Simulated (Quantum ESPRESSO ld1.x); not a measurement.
The numbers below are computed, except where a source is named.
Task: All-electron atom: neutral scandium in [Ar] 4s2 4f1 (not the ground configuration). Level of theory: scalar-relativistic Kohn-Sham, LDA (Slater exchange, Perdew-Wang correlation), spin-polarised, spherical densities, point nucleus; open shells are filled with parallel spins first (ld1.x of Quantum ESPRESSO 7.5). Some entries of the table are withheld. Estimate them.

orbital  occ.  eigenvalue (Ry)  r(max) (bohr)
1s down     1         -323.115        0.04791
1s up       1         -323.115        0.04791
2s down     1         -35.6390         0.2843
2s up       1         -35.6390         0.2843
2p down     3         -29.3908         0.2323
2p up       3         -29.3908         0.2323
3s down     1              (1)         0.9216
3s up       1              (2)         0.9216
3p down     3         -3.23513         0.9578
3p up       3         -3.23513         0.9578
4s up       1              (3)          2.754
4s down     1              (4)          2.753
4f up       1         -0.03367          15.49
4f down     0         -0.02463          16.30

Result: 
(1) 3s down eigenvalue (Ry): -4.80985
(2) 3s up eigenvalue (Ry): -4.80984
(3) 4s up eigenvalue (Ry): -0.70883
(4) 4s down eigenvalue (Ry): -0.70857
